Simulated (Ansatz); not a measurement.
Born–Oppenheimer molecular dynamics of CH$_{6}$BClOS (11 atoms, charge 0, multiplicity 1). It starts at the highest image of a converged band. Of that band: The profile has 2 maxima (images 4, 7) with wells between them (image 6): this band takes more than one step, which may be the mechanism or a detour left from its start path. A structure lower than the last end lies on the path between it and the top, so the climb from that side starts below the end, which may itself be a saddle point or a shallow side well. A vibrational analysis at the climbing image gives one clearly imaginary mode, 580i cm⁻¹: a first-order saddle point.

Theory: RKS PBE/6-31G* (Ansatz).

| Item | Value |
| --- | --- |
| ensemble | NVE (velocity Verlet) |
| time step | 0.5 fs |
| steps asked | 200 |
| starting velocities drawn for | 100 K |
| seed | 11200 |

First frame:

```xyz
11
Properties=species:S:1:pos:R:3
B 0.029 0.193 -0.051
Cl 0.118 -0.625 2.119
C 1.487 0.096 -0.626
H 1.723 -0.957 -0.854
H 1.559 0.667 -1.571
H 2.261 0.472 0.062
O -1.026 -0.426 -0.659
H -1.881 -0.333 -0.198
S -0.460 2.050 0.760
H 0.814 2.510 0.874
H -0.261 0.983 1.891
```

Task: How far do the bonds stretch over the last three quarters of this one trajectory? (Pairs bonded in most of those frames.)

Result: 
```
   bond  mean (Å)  spread (Å)  shortest  longest
  B1–C3     1.576       0.016      1.55     1.60
  B1–O7     1.367       0.009      1.35     1.38
  B1–S9     1.922       0.070      1.85     2.07
Cl2–H11     1.367       0.094      1.25     1.61
  C3–H4     1.103       0.006      1.09     1.11
  C3–H5     1.107       0.008      1.09     1.12
  C3–H6     1.103       0.022      1.07     1.14
  O7–H8     0.977       0.001      0.97     0.98
 S9–H10     1.358       0.003      1.35     1.36
```

Pairs bonded in part of these frames only: S9–H11 9 %.

Mean temperature of the second half: 510 K. The conserved energy stayed within 0.062 meV per atom of its start (net change 0.028 meV per atom), so the integration is sound. The kinetic energy rose, since the run started high on the potential surface and went downhill. It ends in pieces (CH5BOS + ClH), so much of that is their flight and rotation, not heat. A run of 0.1 ps of so small a system gives no equilibrium averages. The orbitals stay closed-shell, which can raise the energy where a bond breaks towards radicals; this wasn't checked here.

The run took 6.7 min on 2 threads of Arm Neoverse V1, with other jobs on the host, peak memory 0.13 GiB.
